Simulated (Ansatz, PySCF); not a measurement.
C2H4BF3O, SMILES COBC(F)(F)F. Atoms are numbered in the order given.

```xyz
11

B     -0.2204    -0.3154     1.1519
C      0.6052     0.4613    -0.0020
F     -0.1825     1.3432    -0.6531
F      1.0782    -0.3959    -0.9286
F      1.6503     1.1444     0.4680
H      0.0667    -0.1676     2.3134
O     -1.2288    -1.1297     0.8534
C     -1.7096    -1.4341    -0.4415
H     -1.1789    -2.3129    -0.8357
H     -2.7775    -1.6749    -0.3545
H     -1.5826    -0.5930    -1.1373
```
Charge 0, spin multiplicity 1.

Coordinates come from a PBE0-D3(BJ)/def2-SVP optimisation. One conformer was computed; it need not be the lowest.

Two levels are set side by side: PBE-D3(BJ)/def2-SVP (Ansatz, a quantum-chemistry and plane-wave program) and PBE0-D3(BJ)/def2-SVP (Ansatz). Each level has its own optimised geometry; the coordinates shown are those of the second. Frequencies come from the Hessian of PySCF at each geometry. Differences are taken from unrounded values.

| quantity | PBE0-D3(BJ) |
|---|---|
| mean bond length (Å) | 1.290 |
| bond B1–C2 (Å) | 1.618 |
| bond B1–O7 (Å) | 1.330 |
| bond C2–F3 (Å) | 1.350 |
| bond C2–F4 (Å) | 1.348 |
| bond C2–F5 (Å) | 1.334 |
| bond O7–C8 (Å) | 1.414 |
| bond B1–H6 (Å) | 1.206 |
| bond C8–H9 (Å) | 1.100 |
| bond C8–H10 (Å) | 1.098 |
| bond C8–H11 (Å) | 1.099 |
| highest harmonic wavenumber (cm⁻¹) | 3186 |
| mean harmonic wavenumber (cm⁻¹) | 1155 |
| zero-point energy (kcal/mol) | 44.56 |

Question: What does PBE-D3(BJ) give, and how far is it from PBE0-D3(BJ)? (Estimate from the structure and the level; the computed values follow.)

Answer: 
| quantity | PBE-D3(BJ) | PBE-D3(BJ) minus PBE0-D3(BJ) |
|---|---|---|
| mean bond length (Å) | 1.302 | 0.012 |
| bond B1–C2 (Å) | 1.620 | 0.003 |
| bond B1–O7 (Å) | 1.342 | 0.012 |
| bond C2–F3 (Å) | 1.371 | 0.021 |
| bond C2–F4 (Å) | 1.368 | 0.020 |
| bond C2–F5 (Å) | 1.351 | 0.017 |
| bond O7–C8 (Å) | 1.431 | 0.016 |
| bond B1–H6 (Å) | 1.214 | 0.008 |
| bond C8–H9 (Å) | 1.108 | 0.008 |
| bond C8–H10 (Å) | 1.107 | 0.009 |
| bond C8–H11 (Å) | 1.107 | 0.008 |
| highest harmonic wavenumber (cm⁻¹) | 3090 | -95 |
| mean harmonic wavenumber (cm⁻¹) | 1109 | -45 |
| zero-point energy (kcal/mol) | 42.81 | -1.75 |

Exact exchange shortens and stiffens bonds; PBE has none. Differences between two approximate levels are no errors against the true value.
